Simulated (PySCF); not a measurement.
Gas-phase reaction: 2 GeF3 + 2 O2 → 2 GeO2 + 3 F2

Method: PySCF energies plus ideal-gas RRHO corrections (1 bar). † marks an energy on the PBE0/def2-TZVP geometry and frequencies; other levels use their own. MP2 freezes the core. Open shells (unrestricted): GeF3 (multiplicity 2), O2 (multiplicity 3); the rest are closed-shell singlets. Ge: all electrons, no relativistic terms. GeF3, GeO2: computed as isolated molecules; such fragments, hydroxides, amides, oligomers or adducts are transient or little studied in the gas. MP2 isn't extrapolated to the basis-set limit.

```tsv
level	ΔH°(298 K), kJ
BLYP/def2-TZVP†	[?]
HF/def2-TZVP†	1871
M06-2X/def2-TZVP†	1511
MP2/def2-TZVPP†	[?]
PBE/def2-SVP	1326
PBE0/def2-QZVP†	1435
ωB97X-V/def2-TZVP†	[?]
```

**Question.** What belongs in the gaps?

**Answer.** 
- BLYP/def2-TZVP†, ΔH°(298 K), kJ: 1257
- MP2/def2-TZVPP†, ΔH°(298 K), kJ: 1330
- ωB97X-V/def2-TZVP†, ΔH°(298 K), kJ: 1431
